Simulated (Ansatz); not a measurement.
Relaxation of CH$_{10}$OSSi$_{3}$ (16 atoms, charge 0, multiplicity 1), to a largest force component of 0.02 eV/Å in at most 50 steps.

Method: RKS BLYP-D4/STO-3G in Ansatz.

```xyz
16
Properties=species:S:1:pos:R:3:forces:R:3
C 0.090 -0.196 2.051 -1.96 2.96 0.18
Si 0.534 0.381 0.337 1.54 -0.27 -1.26
Si 1.369 -1.469 -0.803 1.03 -0.15 1.07
S 2.129 1.910 0.530 -0.79 -0.61 0.49
O -0.700 1.071 -0.539 0.75 1.17 0.27
Si -2.196 0.701 -1.120 -0.56 -1.15 0.56
H -0.705 -0.923 2.007 -0.64 -0.90 0.15
H -0.324 0.706 2.607 0.23 -0.93 -0.35
H 0.895 -0.540 2.640 1.69 -0.96 0.86
H 1.881 -1.074 -2.119 -0.17 -0.27 0.13
H 0.323 -2.496 -0.920 0.33 0.11 -0.17
H 2.548 -2.061 -0.009 -1.33 0.56 -0.93
H 2.050 2.267 -0.778 -0.04 0.07 -0.48
H -2.065 -0.397 -2.089 -0.23 0.09 0.00
H -2.805 1.855 -1.763 0.10 0.14 0.00
H -3.046 0.245 0.013 0.05 0.13 -0.52
```

Where does it end, and by what steps?

The forces met the threshold. Limits of this set-up: minimal basis. After 13 steps the energy has fallen by 0.562 eV; H13 moved furthest, 0.57 Å.

| step | energy less start (eV) | largest force component (eV/Å) | accepted |
| --- | --- | --- | --- |
| 0 | 0.0000 | 2.963 | yes |
| 1 | -0.3551 | 0.908 | yes |
| 2 | -0.4043 | 0.749 | yes |
| 3 | -0.5154 | 0.361 | yes |
| 4 | -0.5504 | 0.274 | yes |
| 5 | -0.5580 | 0.084 | yes |
| 6 | -0.5600 | 0.031 | yes |
| 7 | -0.5606 | 0.060 | yes |
| 8 | -0.5608 | 0.044 | yes |
| 9 | -0.5612 | 0.027 | yes |
| 10 | -0.5613 | 0.025 | yes |
| 11 | -0.5615 | 0.021 | yes |
| 12 | -0.5615 | 0.020 | yes |
| 13 | -0.5616 | 0.008 | yes |

```xyz
16
Properties=species:S:1:pos:R:3
C -0.074 -0.068 2.005
Si 0.561 0.481 0.295
Si 1.268 -1.364 -0.878
S 2.146 1.884 0.682
O -0.638 1.405 -0.535
Si -2.057 0.569 -1.021
H -0.896 -0.802 1.921
H -0.449 0.792 2.590
H 0.738 -0.541 2.588
H 1.494 -1.056 -2.283
H 0.303 -2.453 -0.812
H 2.523 -1.859 -0.331
H 2.514 1.967 -0.639
H -1.759 -0.531 -1.940
H -2.889 1.549 -1.702
H -2.805 0.006 0.103
```

Whether the end is a true minimum wasn't checked by a vibrational analysis.

The run took 79 s on 1 thread of Arm Neoverse V1 (shared host), peak memory 0.17 GiB.
